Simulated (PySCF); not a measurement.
# Electron correlation in B (boron, neutral)

[He] 2s1 2p1 3d1, one real determinant (an excited configuration). Calculation: PySCF 2.14, in aug-cc-pCVTZ-DK with one added diffuse shell each of s, p, d, f type (8s7p5d3f, 75 functions); scalar relativity by spin-free X2C-1e. Frozen: nothing; 5 electrons correlated.

| level | correlation energy (mhartree) |
| --- | --- |
| CCSD | -52.45 |
| (T) | -0.11 |
| CCSD(T) | -52.56 |

Diagnostics: T1 = 0.011, D1 = 0.0338, largest double amplitude 0.027.

The real determinant used has ⟨L²⟩ near 8 against 12 for a pure F term, so it mixes terms. The outer electron is Rydberg-like, and this basis confines it to a smaller radius and binds it less than a complete one would.

Cost of the coupled-cluster step: roughly 16 core-seconds, for 5 correlated electrons.

Iterations:

```
CC2 = 0
CCSD nocc = (np.int64(4), np.int64(1)), nmo = (75, 75)
frozen orbitals [[], []]
max_cycle = 100
direct = 0
conv_tol = 1e-08
conv_tol_normt = 1e-06
diis_space = 8
diis_start_cycle = 0
Init t2, MP2 energy = -0.0468188090756136
Init E_corr(UCCSD) = -0.0468188090791132
cycle = 1  E_corr(UCCSD) = -0.0509670942350269  dE = -0.00414828516  norm(t1,t2) = 0.0226727
cycle = 2  E_corr(UCCSD) = -0.0518024735889747  dE = -0.000835379354  norm(t1,t2) = 0.0131538
cycle = 3  E_corr(UCCSD) = -0.0525251901161542  dE = -0.000722716527  norm(t1,t2) = 0.00832013
cycle = 4  E_corr(UCCSD) = -0.0524127944523435  dE = 0.000112395664  norm(t1,t2) = 0.00209151
cycle = 5  E_corr(UCCSD) = -0.0524408230740881  dE = -2.80286217e-05  norm(t1,t2) = 0.000954566
cycle = 6  E_corr(UCCSD) = -0.0524209684922947  dE = 1.98545818e-05  norm(t1,t2) = 0.000821903
cycle = 7  E_corr(UCCSD) = -0.0524477501814053  dE = -2.67816891e-05  norm(t1,t2) = 0.000719171
cycle = 8  E_corr(UCCSD) = -0.0524324618498546  dE = 1.52883316e-05  norm(t1,t2) = 0.000550939
cycle = 9  E_corr(UCCSD) = -0.0524548030128545  dE = -2.2341163e-05  norm(t1,t2) = 0.000449685
cycle = 10  E_corr(UCCSD) = -0.0524518914078299  dE = 2.91160502e-06  norm(t1,t2) = 0.000277386
cycle = 11  E_corr(UCCSD) = -0.0524495744665446  dE = 2.31694129e-06  norm(t1,t2) = 9.98239e-05
cycle = 12  E_corr(UCCSD) = -0.0524490459301833  dE = 5.28536361e-07  norm(t1,t2) = 0.000114559
cycle = 13  E_corr(UCCSD) = -0.0524470295657261  dE = 2.01636446e-06  norm(t1,t2) = 9.24965e-05
cycle = 14  E_corr(UCCSD) = -0.0524485803253928  dE = -1.55075967e-06  norm(t1,t2) = 2.04962e-05
cycle = 15  E_corr(UCCSD) = -0.052448683537425  dE = -1.03212032e-07  norm(t1,t2) = 4.27287e-06
cycle = 16  E_corr(UCCSD) = -0.0524487118901888  dE = -2.83527638e-08  norm(t1,t2) = 2.42259e-06
cycle = 17  E_corr(UCCSD) = -0.0524486953124646  dE = 1.65777242e-08  norm(t1,t2) = 1.49399e-06
cycle = 18  E_corr(UCCSD) = -0.0524486997090548  dE = -4.39659016e-09  norm(t1,t2) = 9.84106e-07
UCCSD converged
E(UCCSD) = -24.23589211671042  E_corr = -0.05244869970905477
UCCSD(T) correction = -0.000112253473425949
```

The reference is one real determinant that mixes LS terms of this configuration.
